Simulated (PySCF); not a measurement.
Al(H)(OH)2 (AlH3O2), SMILES [OH][AlH][OH].

Geometry: B3LYP-D3(BJ)/def2-TZVP. The values are those of a single conformer.

Method: TDA-M06-2X/def2-SVPD (PySCF 2.14.0).

Vertical excitations. Gas-phase values at a fixed geometry. State labels are in the subgroup C2v.

Problem. List the lowest excited states. (Estimate from the structure and the level; the computed values follow.)

Solution. 
| state | symmetry | energy (eV) | λ (nm) | f | main pairs |
|---|---|---|---|---|---|
| S1 | A2 | 7.64 | 162 | 0.000 | HOMO−1→LUMO 84 % |
| S2 | B2 | 7.88 | 157 | 0.033 | HOMO−2→LUMO 74 %, HOMO−1→LUMO+1 14 % |
| S3 | B1 | 7.98 | 155 | 0.005 | HOMO→LUMO+1 60 %, HOMO−3→LUMO 28 % |
| S4 | A2 | 8.12 | 153 | 0.000 | HOMO−2→LUMO+1 95 % |
| S5 | B1 | 8.45 | 147 | 0.291 | HOMO−3→LUMO 43 %, HOMO→LUMO+1 34 %, HOMO−1→LUMO+2 10 % |
| S6 | A1 | 8.52 | 146 | 0.069 | HOMO→LUMO 82 % |
| S7 | B2 | 8.69 | 143 | 0.119 | HOMO−1→LUMO+1 76 %, HOMO−2→LUMO 13 % |
| S8 | A1 | 8.85 | 140 | 0.106 | HOMO−4→LUMO 47 %, HOMO−2→LUMO+2 28 %, HOMO→LUMO 12 % |
| S9 | A1 | 9.17 | 135 | 0.073 | HOMO−3→LUMO+1 76 %, HOMO−2→LUMO+2 15 % |
| S10 | B1 | 9.29 | 133 | 0.007 | HOMO−4→LUMO+1 47 %, HOMO−1→LUMO+2 32 %, HOMO−3→LUMO+4 9 % |
| T1 | B1 | 7.06 | 176 | 0 | HOMO→LUMO+1 96 % |
| T2 | A1 | 7.33 | 169 | 0 | HOMO→LUMO 63 %, HOMO→LUMO+4 17 %, HOMO→LUMO+3 10 % |
| T3 | A2 | 7.34 | 169 | 0 | HOMO−1→LUMO 76 % |
| T4 | B2 | 7.45 | 166 | 0 | HOMO−2→LUMO 54 %, HOMO−1→LUMO+1 29 % |
Triplets are in the Tamm–Dancoff approximation.
